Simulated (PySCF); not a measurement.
Computed with PBE-D3(BJ)/def2-TZVP // r2SCAN-D4/def2-SVP (PySCF). Gas-phase values, no solvent. One relaxed conformer stands for a flexible species; it need not be the lowest. 

Reference species: [Hf(H)4] (neutral, multiplicity 1).

The HOMO–LUMO gap is 4.05 eV and the charge on the central atom (Mulliken) comes out as 0.69 e.

Changed species: [Hf(CH3)2(H)2] (2 of 4 CH3 replaced by H; the reference has 4 of 4 CH3 replaced by H).

Q: What does the change do to the HOMO–LUMO gap and charge on the central atom (Mulliken)?

A: the HOMO–LUMO gap rises by 0.28 eV, to 4.33 eV; the charge on the central atom (Mulliken) goes up by 0.19 e, to 0.88 e.
